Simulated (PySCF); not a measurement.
# A ladder for the ionisation energy of Sr⁺

Sr⁺ [Kr] 5s1 (2S) → Sr²⁺ [Kr] (1S). Scalar values calculated with PySCF 2.14 in aug-cc-pwCVTZ-X2C (spin-free X2C; valence and next inner shell: [Ar] 3d10 frozen; valence: [Kr] frozen). The spin-orbit shift comes from two-component X2C-1e calculations (generalised Hartree-Fock, GHF, and MP2 on its spinors, GMP2) in x2c-QZVPPall-2c: GMP2 gives 10.978 eV without and 10.978 eV with screened spin-orbit coupling, a shift of 0.000 eV (GHF: 0.000 eV). Sums use unrounded values; where a UHF row is shifted, it takes the GHF shift.

```json
{"method": "UHF", "scalar (eV)": "10.446", "plus spin-orbit shift (eV)": "10.446", "error (eV)": "-0.584"}
{"method": "MP2 (valence and next inner shell)", "scalar (eV)": "10.966", "plus spin-orbit shift (eV)": "10.966", "error (eV)": "-0.065"}
{"method": "SCS-MP2 (valence and next inner shell)", "scalar (eV)": "10.865", "plus spin-orbit shift (eV)": "10.865", "error (eV)": "-0.166"}
{"method": "CCSD (valence and next inner shell)", "scalar (eV)": "10.938", "plus spin-orbit shift (eV)": "10.938", "error (eV)": "-0.092"}
{"method": "CCSD(T) (valence and next inner shell)", "scalar (eV)": "10.974", "plus spin-orbit shift (eV)": "10.974", "error (eV)": "-0.056"}
{"method": "LDA", "scalar (eV)": "11.365", "plus spin-orbit shift (eV)": "11.364", "error (eV)": "0.334"}
{"method": "PBE", "scalar (eV)": "11.191", "plus spin-orbit shift (eV)": "11.191", "error (eV)": "0.161"}
{"method": "PBE0", "scalar (eV)": "11.063", "plus spin-orbit shift (eV)": "11.063", "error (eV)": "0.032"}
{"method": "r2SCAN", "scalar (eV)": "10.868", "plus spin-orbit shift (eV)": "10.868", "error (eV)": "-0.163"}
{"method": "wB97M-V", "scalar (eV)": "10.867", "plus spin-orbit shift (eV)": "10.867", "error (eV)": "-0.163"}
{"method": "LC-wPBE", "scalar (eV)": "10.849", "plus spin-orbit shift (eV)": "10.848", "error (eV)": "-0.182"}
{"method": "wB97X-V", "scalar (eV)": "10.841", "plus spin-orbit shift (eV)": "10.840", "error (eV)": "-0.190"}
```

Reference: 11.030 eV (measured; NIST Atomic Spectra Database, ionization energies).

The errors of the correlated levels include the incompleteness of the basis and the frozen core, so a lower level can come closer by cancellation.
